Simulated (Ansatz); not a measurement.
# Ligand exchange: CH5InS + Si(SiH3)F3 → InH2(SH) + SiH2(CH3)(SiF3)

Gas-phase species: CH5InS `C[S][InH2]`, singlet; Si(SiH3)F3, singlet; InH2(SH), singlet; SiH2(CH3)(SiF3), singlet. The partners trade CH3 for H: S–CH3 and Si–H bonds give way to S–H and Si–CH3.

Shapes, held fixed at every level: PBE0-D4/def2-TZVP. Programs: Ansatz 0.2.0. The zero-point and thermal change to 298 K, harmonic and unscaled (PBE0-D4/def2-TZVP), is -1.0 kJ/mol.

**Question.** Estimate ΔH(298 K) of this reaction.

**Answer.** The highest level, CCSD(T)/def2-TZVPP, gives ΔH(298 K) = -65.3 kJ/mol; the levels span -70.2 to -63.8. The column of differences is taken from that level and isn't an error. No measured value is set beside it here. For atoms past krypton def2 sets carry core potentials with scalar relativity. Outer-core shells of In are correlated, in sets that cover them unevenly.

```csv
level,kind,ΔH(298 K) (kJ/mol),less CCSD(T)/def2-TZVPP
HF/def2-SVP,Hartree–Fock,-70.2,-4.9
HF/def2-TZVPP,Hartree–Fock,-65.8,-0.5
r2SCAN-D4/def2-TZVPP,meta-GGA,-66.7,-1.4
B3LYP-D4/def2-TZVPP,global hybrid,-63.8,+1.5
BHLYP-D4/def2-TZVPP,global hybrid,-66.2,-0.9
B2PLYP/def2-TZVPP,double hybrid,-64.4,+0.9
MP2/def2-SVP,perturbation theory,-67.3,-2.0
CCSD(T)/def2-TZVPP,coupled cluster or CI,-65.3,0.0
```
